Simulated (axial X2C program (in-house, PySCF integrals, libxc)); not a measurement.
# SeCl: from the spin-free to the two-component result

All values were computed with an axial X2C code built on PySCF integrals. Spin-free means the one-electron spin-free X2C Hamiltonian; two-component (2c) means X2C with spin–orbit coupling and atomic mean-field two-electron Coulomb and Gaunt terms, so the difference of the two also holds small scalar two-electron terms. Basis: Se dyall-cv3z [8s9p6d4f1g], Cl dyall-av3z [9s8p3d2f] (cores contracted in-house); Gaussian nuclei, density fitting, unrestricted open shells. Masses: Se 79.917 u, Cl 34.969 u.

Spin-free state: M_S = 1/2, Λ = 1 (beyond evenly filled blocks: π+α, π+β, π-α); fragments Se + Cl.

```csv
level,Re (Å),ωe (cm⁻¹),De (eV),μ (D)
PBE0,2.123,455.8,2.771,-0.70
PBEsol,2.129,447.1,3.367,-0.48
```

Dipoles are positive if Cl is the positive end.

Problem. Within this multiplet, which Ω should lie lowest by the rule for regular and inverted multiplets?

Solution. The open π shell holds three electrons, one hole, so the multiplet is inverted: Ω = Λ + 1/2 = 3/2. The PBE0 2c search agrees.

Two-component determinant lowest at the distance of the search:

Ω = 3/2 (⟨Sz⟩ = 0.50, ⟨Lz⟩ = 1.00 at PBE0); fragments Se + Cl.

| level | Re (Å) | ωe (cm⁻¹) | De (eV) | μ (D) |
| --- | --- | --- | --- | --- |
| PBE0 | 2.126 | 452.9 | 2.825 | -0.75 |
| PBEsol | 2.132 | 444.1 | 3.409 | -0.53 |

Problem. From the two tables, how do the constants change at the PBE0 level (2c against spin-free)?

Solution. At the PBE0 level Re increases by 0.003 Å and ωe goes down by 2.9 cm⁻¹; De is not compared, since the atomic limits differ or miss part of their spin–orbit lowering.

One determinant describes the state; a PBE0 search over occupations chose it and may have missed a lower one. De is counted from the lowest determinant-based energies of the atoms at the same level, without counterpoise correction. Density functionals use the spin component along the axis (collinear). In 2c an atomic determinant is not the ground J level, so De misses part of the atomic spin–orbit lowering. This holds for PBE0, PBEsol. Without a current term, density functionals place determinants with orbital angular momentum somewhat too high.
